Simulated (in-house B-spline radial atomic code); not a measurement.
A run on an ion of nuclear charge 26 with 26.8 electrons that did not converge. Method: scalar-relativistic (X2C) PW91, spin-polarised, spherical fractional occupations, Fermi nucleus of rms radius 3.7377 fm; computed with a B-spline radial code for spherical atoms.

Command:
```bash
python run_scf.py task.json out
```
Settings (nuclear radius in fm, mass in u):
```
Z                26
configuration    [Ar] 3d6.8 4s2
hamiltonian      x2c
method           pw91,pw91
spin_polarised   True
nucleus          fermi
rms_radius       3.7377
atomic_mass      55.93494
speed_of_light   137.035999084
```

First and last ten iterations of the last attempt (damped for 15 steps, keeping 80 % of the old Fock matrix, then DIIS):
```
 iter        energy (Eh)    residual
    1       -1259.966252    3.94e-01
    2       -1260.186574    6.15e-01
    3       -1266.141029    4.22e-01
    4       -1269.554833    2.60e-01
    5       -1271.348251    1.47e-01
    6       -1272.194318    8.88e-02
    7       -1272.548260    6.22e-02
    8       -1272.682696    4.17e-02
    9       -1272.734441    2.72e-02
   10       -1272.757889    1.89e-02
  111       -1272.771876    1.14e-02
  112       -1271.865391    7.70e-02
  113       -1271.863168    7.71e-02
  114       -1271.850514    7.77e-02
  115       -1271.845055    7.80e-02
  116       -1271.842991    7.81e-02
  117       -1271.851007    7.76e-02
  118       -1271.852667    7.76e-02
  119       -1271.853127    7.76e-02
  120       -1271.178375    8.27e-02
 not converged after 120 iterations
```

The smallest residual met was 8.9e-03; the threshold is about 3e-07. No energy from this run should be used. The likely cause: this method binds the added charge weakly or not at all at the basis-set limit, so charge moves back and forth between the atom and the box. Run time, properties included: 1.6 s on 1 thread of Intel(R) Xeon(R) 6975P-C, on a shared host.
